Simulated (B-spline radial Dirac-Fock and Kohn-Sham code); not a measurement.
The computed values come from a radial atomic solver: multi-electron Dirac-Fock with separately optimised hole states, Breit and Lamb-shift corrections added in first order. Correlation and solid-state effects are left out.

**Question.** Identify the element and charge state from the binding energies below (tabulated ground configuration; the least bound level is included).

```tsv
level	binding energy (eV)
2s	2934.4
3p1/2	475.2
3p3/2	457.4
4s	125.3
4p1/2	94.88
4p3/2	92.19
4d	52.35
```

**Answer.** Mo⁴⁺: Z = 42 with 38 electrons, [Kr] 4d2.

**Question.** An atom or ion in its tabulated ground configuration has these computed binding energies (the last is its least bound level). Which is it?

```tsv
level	binding energy (eV)
1s	22224.6
2s	3339.0
2p3/2	2947.7
3s	694.8
3p1/2	592.6
3p3/2	570.1
4d	91.69
```

**Answer.** Ru⁶⁺: Z = 44 with 38 electrons, [Kr] 4d2. The hydrogen-like estimate √(E/Ry) = 40.4 for the K level lies 3.6 below Z (screening lowers it, relativity raises it); the outermost level, at 91.69 eV, fixes the charge.

**Question.** Identify the element and charge state from the binding energies below (tabulated ground configuration; the least bound level is included).

```csv
level,binding energy (eV)
2s,17706.3
2p1/2,17056.6
3s,5965.8
3p1/2,5681.5
3d5/2,4650.1
4s,2792.7
4p,2560.9
```

**Answer.** Tl⁴⁶⁺: Z = 81 with 35 electrons, [Ar] 3d10 4s2 4p5.

**Question.** An atom or ion in its tabulated ground configuration has these computed binding energies (the last is its least bound level). Which is it?

```
level  binding energy (eV)
   2s              16105.4
   3s               4092.7
3d5/2               2719.7
   4s               1130.5
4d3/2                668.7
4f7/2                366.0
   5d                221.2
```

**Answer.** Pb¹²⁺: Z = 82 with 70 electrons, [Xe] 4f14 5d2.

**Question.** Identify the element and charge state from the binding energies below (tabulated ground configuration; the least bound level is included).

```
level  binding energy (eV)
   L2               4531.8
   L3               4283.3
   M1               1094.4
   M3                915.2
   M5                674.6
   N3                240.5
 N4,5                164.0
```

**Answer.** Sb⁸⁺: Z = 51 with 43 electrons, [Kr] 4d7.
